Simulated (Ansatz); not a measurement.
One change: `[SiH3][CH2][SbH2]` becomes `N[CH]([SiH3])[SbH2]`.

Ansatz, PBE0-D4/def2-TZVP geometries, multiplicity 1. Each molecule was computed in one conformer, which needn't be the lowest.

Elements past krypton have def2 core potentials.

| property | `[SiH3][CH2][SbH2]` |
| --- | --- |
| HOMO–LUMO gap (ωB97M-V/def2-TZVPP) / eV | 10.19 |
| size of the dipole moment (B3LYP/def2-TZVPP) / D | 1.11 |
| HOMO energy (PBE0/def2-TZVPP) / eV | -7.08 |
| LUMO energy (ωB97M-V/def2-TZVPP) / eV | 1.05 |
| HOMO energy (PBE/def2-TZVPP) / eV | -6.09 |
| HOMO energy (B3LYP/def2-TZVPP) / eV | -6.92 |

Q: Give the same properties after the change, and the shifts. (Best estimate.)

A: Computed: 
```json
{"property": "HOMO–LUMO gap (ωB97M-V/def2-TZVPP) / eV", "`N[CH]([SiH3])[SbH2]`": "9.88", "shift": "-0.31"}
{"property": "size of the dipole moment (B3LYP/def2-TZVPP) / D", "`N[CH]([SiH3])[SbH2]`": "0.63", "shift": "-0.48"}
{"property": "HOMO energy (PBE0/def2-TZVPP) / eV", "`N[CH]([SiH3])[SbH2]`": "-6.59", "shift": "0.49"}
{"property": "LUMO energy (ωB97M-V/def2-TZVPP) / eV", "`N[CH]([SiH3])[SbH2]`": "1.10", "shift": "0.05"}
{"property": "HOMO energy (PBE/def2-TZVPP) / eV", "`N[CH]([SiH3])[SbH2]`": "-5.34", "shift": "0.75"}
{"property": "HOMO energy (B3LYP/def2-TZVPP) / eV", "`N[CH]([SiH3])[SbH2]`": "-6.37", "shift": "0.55"}
```

Dipoles are sizes alone; their direction can turn.

B3LYP here is the variant with VWN-RPA as its local correlation; programs differ in this.

Spin–orbit coupling is left out; it splits and shifts lone-pair levels of the heavy atoms by tenths of an eV.
